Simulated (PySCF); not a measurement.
Core binding energy against partial charge

Species: C₄H₁₀B₂F₂O.
Z-matrix (Å and degrees, PBE0-D3(BJ)/def2-SVP geometry), rows numbered from 1:
```
B 
O   1  1.5621
C   2  1.4306  1  129.31
C   3  1.5363  2  103.39  1  -169.11
C   4  1.5455  3  105.30  2     4.07
C   2  1.4468  1  109.69  3  -139.53
B   6  1.6076  2  100.21  1   -42.48
F   7  1.3362  6  119.63  2   134.43
F   7  1.3389  6  117.18  2   -73.87
H   1  1.2122  2  109.22  3   -68.19
H   1  1.2179  2  109.01  3    62.21
H   1  1.2666  2   99.12  3   176.55
H   3  1.0976  2  107.19  1    68.99
H   3  1.1019  2  108.50  1   -48.96
H   4  1.0985  3  111.65  2  -116.88
H   4  1.0992  3  110.07  2   124.04
H   5  1.0981  4  112.56  3   142.16
H   5  1.1000  4  110.76  3   -96.62
H   6  1.1060  2  107.53  1    73.76
```

Binding energies: delta-SCF UKS SCAN, pcX-2 on the ionised atom, pcseg-1 elsewhere, spin-free X2C in PySCF 2.14.0. Charges: PBE0/pcSseg-1 ground-state density, for the ionised atom.

```csv
atom,environment,C 1s (eV),Mulliken (e),IAO (e),Hirshfeld (e),ESP (e)
C5,ring CH2 carbon,291.52,-0.161,-0.258,-0.066,+0.058
C4,ring CH2 carbon,291.71,-0.304,-0.272,-0.061,-0.261
C6,sp3 carbon bound to oxygen,292.38,-0.157,-0.089,-0.013,-0.013
C3,sp3 carbon bound to oxygen,293.25,+0.130,-0.063,+0.039,+0.098
```

Q: Give the correlation coefficient and slope of binding energy on charge for each scheme.

A: Hirshfeld: r = 1.00, slope 16.0 eV per e; IAO: r = 0.92, slope 6.6 eV per e; Mulliken: r = 0.87, slope 3.8 eV per e; ESP: r = 0.50, slope 2.5 eV per e. Hirshfeld charges have the highest r, on only 4 points.

Q: The point-charge model writes a binding energy as kq + V + constant, with V the potential of the other atoms' charges at the site. What does it give with the Hirshfeld charges?

A: V = Σ 14.40 eV Å × q/r over all other atoms: +1.71 eV at C5, +2.00 eV at C4, +1.08 eV at C6, +1.05 eV at C3. Fitting binding energy − V to q gives k = 24.3 eV per e and leaves an rms residual of 0.16 eV, against 0.04 eV for the fit on q alone. The model has no term for differences in relaxation between sites.

Geometry: PBE0-D3(BJ)/def2-SVP, one conformer, isolated molecule.
